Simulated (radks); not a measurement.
Q: Fe IV, 23 electrons, occupied as [Ar] 3d5 (the NIST ground configuration). Calculated with a radial shooting solver on a logarithmic mesh with Libxc functionals: non-relativistic Kohn-Sham, PBE, spin-polarised, spherical densities, point nucleus; open shells are filled with parallel spins first. Some entries of the table are withheld. Estimate them.

orbital,occ.,eigenvalue (eV),<r^2> (bohr^2)
1s down,1,-6970.262,0.004691
1s up,1,-6970.244,0.004691
2s up,1,-844.7840,0.08621
2s down,1,-842.0518,0.08581
2p up,3,(1),0.06899
2p down,3,(2),0.06858
3s up,1,(3),0.7584
3s down,1,(4),0.7667
3p up,3,-98.5384,0.8400
3p down,3,-92.6058,0.8559
3d up,5,-45.4473,1.187
3d down,0,-39.8135,1.294

A: 
(1) 2p up eigenvalue (eV): -733.9290
(2) 2p down eigenvalue (eV): -731.8938
(3) 3s up eigenvalue (eV): -131.0889
(4) 3s down eigenvalue (eV): -125.0588
